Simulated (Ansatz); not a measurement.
```xyz
3

B     0.162    0.475   -0.143
Br   -0.974   -0.893   -0.714
H     0.811    0.418    0.856
```

The species carries charge 0 and has multiplicity 2.

(1) List the CAM-B3LYP/def2-TZVPP orbital energies in eV (Ansatz 0.2.0). (Best estimate.)

Answers

(1) Computed: α occupied: -13141.59, -1703.08, -1534.82, -1534.78, -1534.77, -239.17, -187.86, -180.06, -179.94, -179.87, -74.41, -74.38, -74.33, -74.23, -74.23, -24.33, -15.77, -12.70, -10.94, -10.91, -7.47. α empty: -1.03, 2.33, 2.50, 3.97, 4.50, 4.63, 5.10, 6.87. β occupied: -13141.58, -1703.07, -1534.81, -1534.78, -1534.75, -239.16, -187.54, -180.04, -179.94, -179.85, -74.40, -74.37, -74.30, -74.22, -74.21, -24.20, -15.18, -12.36, -10.88, -10.43. β empty: -0.94, -0.58, 2.43, 2.60, 4.03, 4.71, 5.02, 5.40. ⟨S²⟩ = 0.753.
